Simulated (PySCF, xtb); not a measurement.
B(F)(I)(OH) (BFHIO), SMILES FB(O)I. Atoms are numbered in the order given.

```xyz
5

B     -0.0147    -1.3297     0.0000
F     -1.1898    -1.9685     0.0000
I      0.0090     0.8171     0.0000
O      1.1593    -1.9967     0.0000
H      1.0280    -2.9655     0.0000
```

Geometry: PBE-D3(BJ)/def2-SVP. The def2 effective core potentials stand for the cores of I; spin–orbit coupling is left out. One conformer was computed; it need not be the lowest.

These are C-PCM-PBE0/def2-SVP run with PySCF values and carry that method's errors.

The values are the electrostatic part of the solvation free energy, E(continuum) − E(gas) at the gas-phase geometry, in a cavity of scaled van der Waals radii (PySCF's table); cavitation and dispersion terms are not included. In vacuum the orbital gap is 7.72 eV. The dipole moment in vacuum is 2.20 D.

Computed values in water (ε = 78.36), dichloromethane (ε = 8.93), acetone (ε = 20.49):
```
solvent              ε  ΔG(elec) (kcal/mol)  dipole (D)  gap (eV)
---------------  -----  -------------------  ----------  --------
water            78.36                 -5.1        2.72      8.02
dichloromethane   8.93                 -4.5        2.66      7.98
acetone          20.49                 -4.9        2.69      8.00
```

For comparison, GFN2-xTB/ALPB(water) (xtb, at the GFN2-xTB geometry, all terms of that model) gives -7.0 kcal/mol.
